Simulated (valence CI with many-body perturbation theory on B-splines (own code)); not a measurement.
**Energy levels of La15+**

Computed by valence CI with perturbative core correlation (CI+MBPT): six valence electrons over a frozen Dirac-Fock core [Kr], radial functions for each j: 7 s, 7 p, 8 d, 6 f, 4 g, 1 h, with the one-electron correlation potential Σ1, the two-electron term Σ2, the three-electron term Σ3, Breit, model QED; selected CI, second order for the rest, scaled by the run's own slope (own B-spline code, finite nucleus).

No measured levels were compared; by estimate terms of the open shell hold to 2 to 4 % of their energy, and close levels can change places. Core correlation moves these levels by up to 11000 cm⁻¹, and in measured spectra 5 to 20 % of such shifts remained as error; rates that hang on mixing are uncertain with them. Among the levels kept, up to 1100 cm⁻¹ of a level comes from second order outside the variational space, and about a tenth of that is noise between levels of different J, which matters for small intervals. Only levels of the ground parity were solved; by the run's estimate the other parity begins above the list, which can be wrong where configurations are misplaced.

Levels 1 to 34 of 34, with energies above the lowest level, 4d⁶ ⁵D_4. "Leading %" is the weight of the configuration and term that name the level; weights of strongly mixed levels are sums over their largest components and can fall short. In the jj column 3d3/2^4 stands for four electrons in 3d with j = 3/2.

| No. | Configuration | Term | J | E (cm⁻¹) | Leading % | Leading jj | Second component |
| --- | --- | --- | --- | --- | --- | --- | --- |
| 1 | 4d⁶ | ⁵D | 4 | 0.0 | 77 | 4d3/2^4 4d5/2^2 (61 %) | 18 % 4d⁶ ³F |
| 2 | 4d⁶ | ⁵D | 2 | 12012 | 53 | 4d3/2^4 4d5/2^2 (65 %) | 31 % 4d⁶ ³P |
| 3 | 4d⁶ | ⁵D | 3 | 16240 | 89 | 4d3/2^3 4d5/2^3 (77 %) | 6 % 4d⁶ ³F |
| 4 | 4d⁶ | ⁵D | 1 | 22522 | 78 | 4d3/2^3 4d5/2^3 (77 %) | 16 % 4d⁶ ³P |
| 5 | 4d⁶ | ⁵D | 0 | 22708 | 72 | 4d3/2^2 4d5/2^4 (41 %) | 20 % 4d⁶ ³P |
| 6 | 4d⁶ | ³H | 4 | 33907 | 26 | 4d3/2^3 4d5/2^3 (60 %) | 23 % 4d⁶ ³G |
| 7 | 4d⁶ | ³G | 5 | 41913 | 50 | 4d3/2^3 4d5/2^3 (97 %) | 48 % 4d⁶ ³H |
| 8 | 4d⁶ | ³H | 6 | 42354 | 81 | 4d3/2^3 4d5/2^3 (93 %) | 18 % 4d⁶ ¹I |
| 9 | 4d⁶ | ⁵D | 2 | 46519 | 42 | 4d3/2^2 4d5/2^4 (58 %) | 24 % 4d⁶ ³P |
| 10 | 4d⁶ | ³F | 3 | 51514 | 46 | 4d3/2^3 4d5/2^3 (82 %) | 35 % 4d⁶ ³G |
| 11 | 4d⁶ | ³F | 2 | 52052 | 61 | 4d3/2^3 4d5/2^3 (74 %) | 24 % 4d⁶ ³P |
| 12 | 4d⁶ | ³H | 4 | 62907 | 55 | 4d3/2^2 4d5/2^4 (81 %) | 30 % 4d⁶ ³F |
| 13 | 4d⁶ | ¹S | 0 | 64333 | 58 | 4d3/2^2 4d5/2^4 (48 %) | 21 % 4d⁶ ⁵D |
| 14 | 4d⁶ | ³D | 1 | 64969 | 68 | 4d3/2^3 4d5/2^3 (70 %) | 22 % 4d⁶ ³P |
| 15 | 4d⁶ | ³D | 2 | 67840 | 62 | 4d3/2^3 4d5/2^3 (49 %) | 22 % 4d⁶ ³P |
| 16 | 4d⁶ | ³G | 4 | 68147 | 54 | 4d3/2^3 4d5/2^3 (49 %) | 23 % 4d⁶ ³F |
| 17 | 4d⁶ | ³H | 5 | 68556 | 50 | 4d3/2^2 4d5/2^4 (97 %) | 48 % 4d⁶ ³G |
| 18 | 4d⁶ | ³D | 3 | 72521 | 67 | 4d3/2^2 4d5/2^4 (48 %) | 23 % 4d⁶ ³F |
| 19 | 4d⁶ | ³G | 3 | 76436 | 53 | 4d3/2^2 4d5/2^4 (90 %) | 32 % 4d⁶ ³F |
| 20 | 4d⁶ | ³P | 0 | 76602 | 95 | 4d3/2^4 4d5/2^2 (44 %) |  |
| 21 | 4d⁶ | ¹I | 6 | 77384 | 81 | 4d3/2^2 4d5/2^4 (93 %) | 18 % 4d⁶ ³H |
| 22 | 4d⁶ | ¹F | 3 | 83422 | 59 | 4d3/2^3 4d5/2^3 (86 %) | 34 % 4d⁶ ³F |
| 23 | 4d⁶ | ³P | 1 | 84903 | 70 | 4d3/2^2 4d5/2^4 (56 %) | 24 % 4d⁶ ³D |
| 24 | 4d⁶ | ¹G | 4 | 92205 | 66 | 4d3/2^2 4d5/2^4 (55 %) | 21 % 4d⁶ ³F |
| 25 | 4d⁶ | ¹D | 2 | 92388 | 54 | 4d3/2^2 4d5/2^4 (63 %) | 22 % 4d⁶ ³P |
| 26 | 4d⁶ | ³P | 1 | 101500 | 88 | 4d3/2^3 4d5/2^3 (48 %) | 8 % 4d⁶ ⁵D |
| 27 | 4d⁶ | ³F | 2 | 110740 | 87 | 4d3/2^2 4d5/2^4 (83 %) | 6 % 4d⁶ ³D |
| 28 | 4d⁶ | ³F | 4 | 110900 | 77 | 4d3/2^2 4d5/2^4 (58 %) | 9 % 4d⁶ ³G |
| 29 | 4d⁶ | ³P | 2 | 126210 | 70 | 4d3/2 4d5/2^5 (69 %) | 16 % 4d⁶ ¹D |
| 30 | 4d⁶ | ³P | 0 | 126860 | 56 | 4d5/2^6 (79 %) | 37 % 4d⁶ ¹S |
| 31 | 4d⁶ | ¹G | 4 | 127910 | 79 | 4d3/2^2 4d5/2^4 (48 %) | 14 % 4d⁶ ³F |
| 32 | 4d⁶ | ³F | 3 | 128090 | 55 | 4d3/2 4d5/2^5 (80 %) | 26 % 4d⁶ ¹F |
| 33 | 4d⁶ | ¹D | 2 | 151930 | 94 | 4d3/2^2 4d5/2^4 (81 %) |  |
| 34 | 4d⁶ | ¹S | 0 | 196050 | 92 | 4d3/2^2 4d5/2^4 (76 %) | 6 % 4d⁶ ³P |

Names give the largest LS component (configuration and term), which can be under half, so a name can repeat, a term be missing and a line seem to break the LS rules; names also repeat where a configuration has a term twice.

Where two levels of one J and parity lie close, their mixing, g and order are uncertain.

The ionisation energy to 4d⁵ ⁶S5/2 of the next ion comes out as 395.19 eV (NIST: 393 ± 3 eV (theoretical)). All 34 levels together are meant to be complete up to 204900 cm⁻¹.
